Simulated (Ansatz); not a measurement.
Process, species as SMILES: CCCC(C)=O + 6 [H][H] (H2) → 5 C (CH4) + O (H2O)
Structures are relaxed separately at B3LYP-D3(BJ)/def2-TZVP in Ansatz (a first-principles code), one conformer each, not searched for the lowest.
Geometry of the first species:
```xyz
16

C      2.6548     0.6062    -0.4687
C      1.4557    -0.2146    -0.0040
C      0.1343     0.5021    -0.2417
C     -1.0922    -0.2732     0.2023
O     -1.0133    -1.3738     0.6969
C     -2.4267     0.4088    -0.0080
H      2.7104     1.5620     0.0585
H      2.5971     0.8233    -1.5384
H      3.5903     0.0741    -0.2889
H      1.4359    -1.1778    -0.5180
H      1.5479    -0.4486     1.0586
H      0.0080     0.7441    -1.3041
H      0.1191     1.4720     0.2705
H     -2.5676     0.6478    -1.0650
H     -2.4566     1.3550     0.5382
H     -3.2327    -0.2365     0.3333
```
Charge 0, spin multiplicity 1.

Quantity: energy of full hydrogenation (electronic energy difference), in eV. Cores are frozen in the correlated levels unless marked. No spin-orbit coupling. Non-relativistic. CBS marks a two-point X^-3 extrapolation of the correlation energy; Hartree-Fock from the larger set. [CCSD(T)-MP2]/basis is that difference in the basis named.

```tsv
level	program	energy of full hydrogenation (eV)
HF/6-31G	Ansatz	-5.82
HF/cc-pVTZ	Ansatz	-5.33
HSE06/def2-TZVPD	Ansatz	-4.94
CAM-B3LYP-D3(BJ)/def2-TZVPD	Ansatz + dftd3	-4.82
CCSD(T)/6-31G	Ansatz	-3.99
RI-MP2/CBS(aug-cc-pVTZ,aug-cc-pVQZ)+[CCSD(T)-MP2]/aug-cc-pVDZ	Ansatz	-4.70
CCSD(T)/CBS(cc-pVTZ,cc-pVQZ)	Ansatz	-4.72
```
